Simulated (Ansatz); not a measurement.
One change: `CCB(F)S` becomes `CCB(C)F`.

Ansatz, PBE0-D4/def2-TZVP geometries, multiplicity 1. Each molecule was computed in one conformer, which needn't be the lowest.

```
                                        property  `CCB(F)S`
              HOMO energy (PBE0/def2-TZVPP) / eV      -8.03
             HOMO–LUMO gap (PBE/def2-TZVPP) / eV       5.62
           HOMO–LUMO gap (B3LYP/def2-TZVPP) / eV       7.34
  zero-point energy (PBE0-D4/def2-TZVP) / kJ/mol      216.2
size of the dipole moment (B3LYP/def2-TZVPP) / D       0.45
           LUMO energy (ωB97M-V/def2-TZVPP) / eV       1.77
```

**Question.** Give the same properties after the change, and the shifts. (Estimate.)

**Answer.** Computed: 
```
                                        property  `CCB(C)F`  shift
              HOMO energy (PBE0/def2-TZVPP) / eV      -8.37  -0.34
             HOMO–LUMO gap (PBE/def2-TZVPP) / eV       5.96   0.34
           HOMO–LUMO gap (B3LYP/def2-TZVPP) / eV       8.03   0.69
  zero-point energy (PBE0-D4/def2-TZVP) / kJ/mol      284.3   68.1
size of the dipole moment (B3LYP/def2-TZVPP) / D       1.31   0.86
           LUMO energy (ωB97M-V/def2-TZVPP) / eV       1.96   0.19
```

With PBE0 the HOMO falls by 0.34 eV and the LUMO rises by 0.32 eV, so the gap widens by about 0.66 eV. PBE moves the HOMO by -0.10 eV and ωB97M-V by -0.47 eV. The zero-point energy changes by 68.1 kJ/mol with +6 modes. Dipoles are sizes alone; their direction can turn.

B3LYP here is the variant with VWN-RPA as its local correlation; programs differ in this.
